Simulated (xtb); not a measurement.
xtb input (GFN2-xTB):

```bash
xtb mol.xyz --gfn 2 --sp --chrg -1 --uhf 0
```
mol.xyz:
```
10

Si    -2.12505273     0.32583223    -0.15546258
C     -0.31401415     0.14233974     0.14033291
N      0.27929611     0.63975734     1.20385395
C      1.66224697     0.41587831     1.28451197
C      2.07173597    -0.29850179     0.18477272
S      0.76631306    -0.69406843    -0.94356415
H     -2.95009109    -0.28060925     0.92746554
H     -2.54882923    -0.32481336    -1.42717144
H     -2.55291887     1.75070236    -0.24416758
H      3.06668286    -0.63843503    -0.06730712
```

End of the output:

```
         :::::::::::::::::::::::::::::::::::::::::::::::::::::
         ::                     SUMMARY                     ::
         :::::::::::::::::::::::::::::::::::::::::::::::::::::
         :: total energy             -16.476530529111 Eh    ::
         :: gradient norm              0.057014047005 Eh/a0 ::
         :: HOMO-LUMO gap              1.355097577671 eV    ::
         ::.................................................::
         :: SCC energy               -16.640551311067 Eh    ::
         :: -> isotropic ES            0.125752140773 Eh    ::
         :: -> anisotropic ES          0.003035493709 Eh    ::
         :: -> anisotropic XC          0.010016906655 Eh    ::
         :: -> dispersion             -0.010007042019 Eh    ::
         :: repulsion energy           0.164020781957 Eh    ::
         :: add. restraining           0.000000000000 Eh    ::
         :: total charge              -1.000000000000 e     ::
         :::::::::::::::::::::::::::::::::::::::::::::::::::::

           -------------------------------------------------
          |                Property Printout                |
           -------------------------------------------------

    * Orbital Energies and Occupations

         #    Occupation            Energy/Eh            Energy/eV
      -------------------------------------------------------------
         1        2.0000           -0.5640445             -15.3484
       ...           ...                  ...                  ...
         4        2.0000           -0.3907738             -10.6335
         5        2.0000           -0.3510646              -9.5530
         6        2.0000           -0.3328922              -9.0585
         7        2.0000           -0.2961680              -8.0591
         8        2.0000           -0.2947301              -8.0200
         9        2.0000           -0.2899740              -7.8906
        10        2.0000           -0.2797014              -7.6111
        11        2.0000           -0.2654658              -7.2237
        12        2.0000           -0.2494450              -6.7877
        13        2.0000           -0.2136076              -5.8126
        14        2.0000           -0.1774447              -4.8285
        15        2.0000           -0.1746392              -4.7522
        16        2.0000           -0.1272995              -3.4640 (HOMO)
        17                         -0.0775005              -2.1089 (LUMO)
        18                         -0.0362968              -0.9877
        19                         -0.0214781              -0.5844
        20                         -0.0118280              -0.3219
        21                          0.0022546               0.0614
        22                          0.0401111               1.0915
        23                          0.0654976               1.7823
        24                          0.0890060               2.4220
        25                          0.0908985               2.4735
        26                          0.1841703               5.0115
        27                          0.2084213               5.6714
       ...                                ...                  ...
        38                          0.8049578              21.9040
      -------------------------------------------------------------
                  HL-Gap            0.0497989 Eh            1.3551 eV
             Fermi-level           -0.1024000 Eh           -2.7864 eV

     #   Z          covCN         q      C6AA      α(0)
     1  14 Si       3.675     0.419    99.333    19.097
     2   6 C        2.832     0.019    27.568     8.604
     3   7 N        1.974    -0.306    28.745     7.951
     4   6 C        2.042    -0.223    37.547     9.897
     5   6 C        2.928    -0.010    28.259     8.718
     6  16 S        2.190    -0.378   157.681    21.135
     7   1 H        0.910    -0.152     7.806     4.370
     8   1 H        0.910    -0.152     7.825     4.376
     9   1 H        0.910    -0.152     7.806     4.370
    10   1 H        0.926    -0.065     4.487     3.313

 Mol. C6AA /au·bohr⁶  :       3011.318302
 Mol. C8AA /au·bohr⁸  :     103859.337914
 Mol. α(0) /au        :         91.830407

Wiberg/Mayer (AO) data.
largest (>0.10) Wiberg bond orders for each atom

 ---------------------------------------------------------------------------
     #   Z sym  total        # sym  WBO       # sym  WBO       # sym  WBO
 ---------------------------------------------------------------------------
     1  14 Si   3.776 --     2 C    0.946     8 H    0.888     7 H    0.882
                             9 H    0.882
     2   6 C    3.935 --     3 N    1.620     6 S    1.114     1 Si   0.946
                             5 C    0.131
     3   7 N    3.124 --     2 C    1.620     4 C    1.215     6 S    0.215
     4   6 C    3.204 --     5 C    1.668     3 N    1.215     6 S    0.197
     5   6 C    3.882 --     4 C    1.668     6 S    1.038    10 H    0.967
                             2 C    0.131
     6  16 S    2.588 --     2 C    1.114     5 C    1.038     3 N    0.215
                             4 C    0.197
     7   1 H    0.977 --     1 Si   0.882
     8   1 H    0.977 --     1 Si   0.888
     9   1 H    0.977 --     1 Si   0.882
    10   1 H    0.996 --     5 C    0.967
 ---------------------------------------------------------------------------

Topologies differ in total number of bonds
Writing topology from bond orders to xtbtopo.mol

molecular dipole:
                 x           y           z       tot (Debye)
 q only:       -1.204      -0.031      -0.462
   full:       -1.116      -0.263      -0.834       3.604
molecular quadrupole (traceless):
                xx          xy          yy          xz          yz          zz
 q only:       -6.152       1.407       5.127      -2.097      -3.168       1.025
  q+dip:       -5.738      -0.114       6.805      -5.456      -5.187      -1.067
   full:       -5.769       0.055       7.261      -5.491      -5.965      -1.492

           -------------------------------------------------
Note: The following floating-point exceptions are signalling: IEEE_UNDERFLOW_FLAG IEEE_DENORMAL
normal termination of xtb
          | TOTAL ENERGY              -16.476530529111 Eh   |
          | GRADIENT NORM               0.057014047005 Eh/α |
          | HOMO-LUMO GAP               1.355097577671 eV   |
           -------------------------------------------------

------------------------------------------------------------------------
------------------------------------------------------------------------
 total:
 SCF:
```

It need not be the lowest isomer of its formula. Whether it binds its extra electron was not tested at this geometry.
